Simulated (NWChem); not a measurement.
# BiBr$_{2}$F; SMILES [F][Bi]([Br])[Br]

```xyz
4

Bi    -0.6626     0.2464     0.0000
F     -1.5480    -1.6095     0.0000
Br     0.9847    -0.0852    -2.0227
Br     0.9847    -0.0852     2.0227
```
Atoms are numbered in this order, from 1.

Results from NWChem. All runs use the structure optimised with PBE-D3(BJ)/def2-SVP. def2 effective core potentials on Bi; no spin-orbit coupling. B3LYP is NWChem's, with the RPA form of VWN correlation.

Question: What does the run give for B3LYP/def2-SVP? Quantities: highest occupied level (eV); orbital gap (eV); dipole (D).

Answer: 
- highest occupied level (eV) = -8.03
- orbital gap (eV) = 5.30
- dipole (D) = 4.03
